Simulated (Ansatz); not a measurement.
C6H5F3Hf, SMILES `[F][Hf]([F])([F])[c]1ccccc1`. The species carries charge 0 and has multiplicity 1. Hf takes the def2 core potential. The geometry is a stationary point of PBE0-D4/def2-TZVP. It is one conformer, not always the lowest.

```xyz
15

F     2.479   -0.396   -2.737
Hf    0.700    0.266   -2.602
F     0.567    2.114   -3.031
F    -0.544   -0.750   -3.622
C     0.136    0.048   -0.491
C    -1.132    0.435   -0.038
C    -1.495    0.302    1.293
C    -0.592   -0.225    2.206
C     0.671   -0.617    1.785
C     1.028   -0.481    0.452
H    -1.861    0.850   -0.729
H    -2.483    0.608    1.621
H    -0.873   -0.330    3.248
H     1.377   -1.028    2.498
H     2.023   -0.795    0.148
```

(1) What is the dipole moment at B3LYP/def2-TZVPP? (An estimate is asked.)

(2) And with PBE, r2SCAN, ωB97M-V? (An estimate is asked.)

(3) Give the Mulliken charges with B3LYP, r2SCAN, PBE in def2-TZVPP. (Estimate.)

## Answers

(1) Ansatz gave: 1.94 D, with components (-0.44, -0.22, 1.88) D in this frame, pointing from negative to positive charge.

(2) The calculation gave: PBE 1.88 D, r2SCAN 1.92 D, ωB97M-V 1.68 D.

(3) Computed: 
```tsv
atom	B3LYP	r2SCAN	PBE
F1	-0.33	-0.34	-0.29
Hf2	1.15	1.20	0.96
F3	-0.34	-0.34	-0.29
F4	-0.34	-0.34	-0.29
C5	-0.06	-0.15	-0.02
C6	-0.18	-0.10	-0.16
C7	-0.15	-0.13	-0.14
C8	-0.08	-0.04	-0.06
C9	-0.14	-0.13	-0.13
C10	-0.12	-0.06	-0.10
H11	0.09	0.06	0.08
H12	0.13	0.10	0.11
H13	0.13	0.10	0.12
H14	0.13	0.10	0.11
H15	0.11	0.08	0.10
```

B3LYP here is the variant with VWN-RPA as its local correlation; programs differ in this.
